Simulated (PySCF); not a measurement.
# Nb4+: what the settings change

The free ion Nb4+ in its d1 configuration.

Method (PySCF 2.14, density fitting): CASSCF(1,5) with orbitals averaged over all microstates of the shell, strongly contracted NEVPT2 on the averaged canonical orbitals; basis x2c-TZVPall; spin-free X2C; gas phase; spin-orbit coupling by state interaction with the mean-field operator over all roots.

Base run: NEVPT2 ground state 2D, ζ 721 cm⁻¹, μeff(300 K) 1.59 μB.

Q: What happens with the basis x2c-QZVPall?

A: NEVPT2 ground state 2D, ζ 726 cm⁻¹, μeff(300 K) 1.59 μB.

Q: What happens with no frozen core in NEVPT2?

A: NEVPT2 ground state 2D, ζ 721 cm⁻¹, μeff(300 K) 1.59 μB.
